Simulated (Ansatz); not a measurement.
hydronium (SMILES [OH3+]) moved off its minimum; all values from Ansatz (an electronic-structure program), cores frozen in correlated methods.
(charge 1, multiplicity 1)
```xyz
4

O      0.00054    -0.03533     0.12516
H     -0.51654    -0.79115    -0.23201
H     -0.35485     0.83455    -0.16000
H      0.97223    -0.01179    -0.15765
```

```csv
level,largest force (eV/Å),on atom,rms difference from CCSD(T)/aug-cc-pVTZ (eV/Å),dipole (D)
HF/def2-TZVPP,2.41,O1,0.582,-
PBE/def2-TZVPP,1.55,O1,0.206,-
r2SCAN/def2-TZVPP,1.69,O1,0.043,-
B3LYP/def2-TZVPP,1.70,O1,0.069,-
wB97M-V/def2-TZVPP,1.72,O1,0.065,-
MP2/aug-cc-pVTZ,1.66,O1,0.010,-
CCSD(T)/aug-cc-pVTZ,1.66,O1,0.000,-
```

The differences count from one level among others, with limits of its own. Forces at CCSD(T)/aug-cc-pVTZ (eV/Å):

| atom | Fx | Fy | Fz |
|---|---|---|---|
| O1 | 1.439 | 0.725 | -0.411 |
| H2 | 0.256 | 0.129 | -0.104 |
| H3 | -0.468 | -0.202 | 0.124 |
| H4 | -1.227 | -0.653 | 0.390 |
